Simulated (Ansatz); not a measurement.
Cost and result for the atomization energy of C₃H₅NSe, SMILES `C=C/N=C\[SeH]` (10 atoms, 9 bonds).

```
atom    x (Å)    y (Å)    z (Å)
  C1   1.4977  -0.8002   0.2713
  C2   1.0442   0.4284   0.5050
  N3   0.1900   1.1369  -0.3298
  C4  -0.9762   0.7492  -0.5859
 Se5  -1.8314  -0.8188   0.1262
  H6   1.2030  -1.3567  -0.6108
  H7   2.2112  -1.2567   0.9444
  H8   1.3939   1.0004   1.3610
  H9  -1.5975   1.3216  -1.2714
 H10  -3.1350  -0.4041  -0.4100
```

The species carries charge 0 and has multiplicity 1. Correlated methods include outer-core shells of Se, which these sets cover unevenly. Scalar relativity is left out up to krypton. The geometry is a stationary point of PBE0-D4/def2-TZVP. It is one conformer, not always the lowest. Program: Ansatz. All runs use 4 threads of an Arm Neoverse V1 on a shared host. Times are those of one run each, without the atoms' runs, and a repeat can differ threefold. Electronic energies, without spin–orbit coupling; frozen cores. CCSD(T)/CBS adds CCSD(T) − MP2 in def2-TZVPP to the MP2 limit, and its time is that of the two runs behind it. T1 = 0.013. With those shells the extrapolation isn't a true limit. B3LYP takes the VWN-RPA correlation (the form of Gaussian; ORCA's B3LYP/G).

CCSD(T)/CBS is a level of theory with its own doubt, some kJ/mol a heavy atom from the limit and from the frozen cores, so smaller differences don't rank the functionals.

```csv
level,functions,wall time
PBE-D4/def2-TZVPP (with forces),242,2.8 s
PBE0-D4/def2-TZVPP,242,3.6 s
r2SCAN-D4/def2-TZVPP (with forces),242,5.5 s
B3LYP-D4/def2-TZVPP (with forces),242,5.5 s
B2PLYP/def2-TZVPP,242,7 s
ωB97X-V/def2-TZVPP,242,8.5 s
ωB97M-V/def2-TZVPP (with forces),242,13 s
MP2/def2-QZVPP,467,30 s
CCSD(T)/def2-TZVPP,242,3.8 min
CCSD(T)/CBS(def2),–,4.3 min
```

Q: What atomization energy does each give, and how far from CCSD(T)/CBS? (An estimate is asked.)

A: The calculation gave: 
```
                             level  atomization (kcal/mol)  difference from CCSD(T)/CBS  per bond
   PBE-D4/def2-TZVPP (with forces)                   965.4                         39.4       4.4
                PBE0-D4/def2-TZVPP                   937.4                         11.4       1.3
r2SCAN-D4/def2-TZVPP (with forces)                   931.9                          5.9       0.7
 B3LYP-D4/def2-TZVPP (with forces)                   932.4                          6.4       0.7
                 B2PLYP/def2-TZVPP                   919.4                         -6.6      -0.7
                ωB97X-V/def2-TZVPP                   927.7                          1.7       0.2
  ωB97M-V/def2-TZVPP (with forces)                   927.7                          1.7       0.2
                    MP2/def2-QZVPP                   933.5                          7.5       0.8
                CCSD(T)/def2-TZVPP                   899.5                        -26.5      -2.9
                 CCSD(T)/CBS(def2)                   926.0                          0.0       0.0
```

In def2-TZVPP, CCSD(T) changes the Hartree–Fock value by +264.7 kcal/mol (the triples alone add +20.2 kcal/mol) and MP2 by +283.2 kcal/mol; breaking electron pairs costs correlation energy, which Hartree–Fock lacks. From PBE to PBE0 (25 % exact exchange), in def2-TZVPP and without D4, the atomization energy moves by −27.1 kcal/mol: exact exchange takes away binding that semilocal exchange gives to molecules. The D4 term adds +9.1 kcal/mol with B3LYP and +4.7 kcal/mol with PBE0; it sums over pairs of atoms, weighted by their polarisabilities, and B3LYP, whose exchange is more repulsive, gets the larger term.
